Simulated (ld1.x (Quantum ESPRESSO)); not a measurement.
# What one change does to a pseudopotential (V, TM)

ld1.x (Quantum ESPRESSO) 7.5 input, shortened:

```
&input
   title='V', zed=23., rel=1, dft='PBE', iswitch=3,
   config='[Ar] 3d3 4s2 4p0'
 /
 &inputp
   pseudotype=2, tm=.true., lloc=1,
   nlcc=.false.
 /
3
4S  1  0   2.00   0.00  2.25  2.25  0.0
3D  3  2   3.00   0.00  2.10  2.10  0.0
4P  2  1   0.00   0.00  2.60  2.60  0.0
 &test
   configts(1)='3d3 4s2 4p0'
 /
```

All-electron outer shells of the reference configuration (PBE, scalar-relativistic, ld1.x):

```tsv
shell	level (eV)	outermost node (bohr)	outermost maximum (bohr)
3s	-70.24	0.38	0.82
3p	-44.04	0.35	0.84
3d	-5.16	–	0.90
4s	-4.70	1.17	2.76
4p	-1.44	1.30	3.63
```

Change: functional LDA (PZ).

Cutoffs: the cutoffs (Ry, on a coarse ladder) from which the occupation-weighted sum of valence levels, in a spherical-Bessel basis at the reference potential, stays within 10 and 1 mRy of its value at 400 Ry; they do not see the model core or the augmentation charge, which bear on the density cutoff. Errors are all-electron minus pseudo energies relative to the spin-unpolarised reference configuration.

Problem. How do hardness, ghosts and transferability respond?

Solution. The potential gets neither clearly harder nor softer (55 Ry and 70 Ry → 55 Ry and 70 Ry); both files keep a bound ghost (s); the number of tests with a reliable result goes from 7 to 9; of the 7 tests that both files solve, the error grows in 0 and shrinks in 6 by more than 15 % and 0.3 meV (median size 44.6 → 20.8 meV).

| quantity | base | changed |
| --- | --- | --- |
| cutoff, loose | 55 Ry | 55 Ry |
| cutoff, tight | 70 Ry | 70 Ry |
| bound ghosts | s | s |
| error for 3d3 4s1 4p0, meV [ΔE 7.73 → 7.94 eV] | +0.6 | -0.1 |
| error for 3d3 4s0 4p0, meV [ΔE 22.03 → 22.49 eV] | +154 | +60 |
| error for 3d2 4s0 4p0, meV [ΔE 50.93 → 51.64 eV] | +95 | -21 |
| error for 3d3 4s0 4p2, meV [ΔE 6.85 → 7.00 eV] | +27 | +13 |
| error for 3d3 4s0 4p1, meV [ΔE 11.84 → 12.12 eV] | +45 | +27 |
| error for 3d1 4s0 4p0, meV [ΔE 96.80 → 97.78 eV] | +552 | +510 |
| error for 3d3 4s1 4p1, meV [ΔE 3.35 → 3.41 eV] | +3.7 | +1.7 |
| s: phases at 2.85 bohr within 0.05 rad from the reference energy up to (Ry; the scan ends near 5) | 1.6 | 1.6 |
| p: phases at 2.85 bohr within 0.05 rad from the reference energy up to (Ry; the scan ends near 5) | 1.9 | 1.8 |
| d: phases at 2.85 bohr within 0.05 rad from the reference energy up to (Ry; the scan ends near 5) | 0.2 | 0.2 |

 A true bound ghost makes a file unfit for plane-wave use even where its test errors are small: the radial tests pick states by their node count and pass the ghost by.
